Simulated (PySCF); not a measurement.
BH₄O₄, SMILES O[B-](O)(O)O, charge -1.

The structure is a stationary point at PBE0-D3(BJ)/def2-SVPD. The values are those of a single conformer.

These are PBE/def2-SVPD (PySCF) values and carry that method's errors.

The molecule is in vacuum.

The total energy is -327.80177 hartree. The point group is S4. The highest occupied level is -0.68 eV, the lowest empty level is 3.55 eV and the orbital gap is 4.23 eV. The dipole moment about the centre of nuclear charge is 0.000 e·Å and the mean static polarisability is 50.2 bohr³ (7.43 Å³). The polarisability, principal values comes out as 50.1, 50.2, 50.2 bohr³.
